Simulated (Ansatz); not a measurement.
Ansatz (a quantum-chemistry and plane-wave program) input file for CdBr₂, SMILES [Cd]([Br])[Br], PBE-D3(BJ)/def2-SVP. 

Ansatz 0.2 input:
```yaml
crystal:
  periodic: [false, false, false]
  atoms:
    - {symbol: Cd, position_ang: [0.00000000, 0.00000000, 0.00000000]}
    - {symbol: Br, position_ang: [0.00000000, 0.00000000, -2.42573823]}
    - {symbol: Br, position_ang: [0.00000000, 0.00000000, 2.42573823]}
basis:
  gaussian:
    orbitals: def2-SVP
hamiltonian:
  xc: pbe
  dispersion: d3bj
relax: {f_tol: 0.002, max_steps: 200}
```

It prints:

```
WARN ansatz: RAYON_NUM_THREADS=1 ignored (pool sized by the plan → 1); use --threads N
Functional definition: PBE
integrals: 0.04 GiB planned
998 factors; their error is unknown
mean field: 0.22 GiB planned
mean field evaluation 1: about -144619.7178 eV, gradient 2.7e1 eV
mean field evaluation 2: about -144613.2189 eV, gradient 5.4e1 eV
mean field evaluation 4: about -144621.8193 eV, gradient 1.4e0 eV
mean field evaluation 8: about -144621.7203 eV, gradient 1.4e-2 eV
mean field -144621.72028698 eV, -5314.7501924237 hartree, gradient 3.6e-5 eV, S^2 0.000000; 0 other end points of the search recorded, 0 dependent functions left out
the calculation of the forces begins
reference -144621.72032198 eV, -5314.7501937100 hartree; 45, 45 occupied and 50, 50 virtual orbitals, 998 factors
relax step   1: F+E_penalty+E_count = -144621.79919202 eV  Δ(F+E_penalty+E_count) = +0.000e0 eV  max|allowed force component| = 6.576e-2 eV/Å  Δτ_max = 0.0000 Å  (23 SCF iters, accepted)
these checks for a lower state are left out or cut short: starts, cluster_reference, orbital_swaps, neighbouring_geometries, increment
integrals: 0.04 GiB planned
998 factors; their error is unknown
mean field: 0.22 GiB planned
mean field evaluation 16: about -144621.8238 eV, gradient 4.3e-4 eV
mean field -144621.72042262 eV, -5314.7501974083 hartree, gradient 1.2e-5 eV, S^2 0.000000; 0 other end points of the search recorded, 0 dependent functions left out
the calculation of the forces begins
reference -144621.72045762 eV, -5314.7501986945 hartree; 45, 45 occupied and 50, 50 virtual orbitals, 998 factors
relax step   2: F+E_penalty+E_count = -144621.79950869 eV  Δ(F+E_penalty+E_count) = -3.167e-4 eV  max|allowed force component| = 2.642e-2 eV/Å  Δτ_max = 0.0079 Å  (27 SCF iters, accepted)
these checks for a lower state are left out or cut short: starts, cluster_reference, orbital_swaps, neighbouring_geometries, increment
integrals: 0.04 GiB planned
998 factors; their error is unknown
mean field: 0.23 GiB planned
mean field -144621.72053315 eV, -5314.7502014702 hartree, gradient 1.2e-5 eV, S^2 0.000000; 0 other end points of the search recorded, 0 dependent functions left out
the calculation of the forces begins
reference -144621.72056815 eV, -5314.7502027564 hartree; 45, 45 occupied and 50, 50 virtual orbitals, 998 factors
relax step   3: F+E_penalty+E_count = -144621.79956800 eV  Δ(F+E_penalty+E_count) = -5.931e-5 eV  max|allowed force component| = 1.081e-4 eV/Å  Δτ_max = 0.0022 Å  (28 SCF iters, accepted)
integrals: 0.04 GiB planned
998 factors; their error is unknown
mean field: 0.23 GiB planned
mean field evaluation 32: about -144621.7205 eV, gradient 1.2e-5 eV
mean field -144621.72053315 eV, -5314.7502014702 hartree, gradient 1.2e-5 eV, S^2 0.000000; 1 other end points of the search recorded, 0 dependent functions left out
the calculation of the forces begins
reference -144621.72056815 eV, -5314.7502027564 hartree; 45, 45 occupied and 50, 50 virtual orbitals, 998 factors
Total energy: -144621.79960300 eV, -5314.7531072335 hartree
Atom 0 at    -0.000000    -0.000000    -0.000000 Å, force    -0.000000    -0.000000    -0.000000 eV/Å
Atom 1 at     0.000000     0.000000    -2.420035 Å, force    -0.000000     0.000000    -0.000108 eV/Å
Atom 2 at     0.000000     0.000000     2.420035 Å, force     0.000000     0.000000     0.000108 eV/Å
Dipole moment:     0.000000     0.000000     0.000000 e Å
```

Self-consistency was reached.

Cost: very roughly 13 core-seconds.
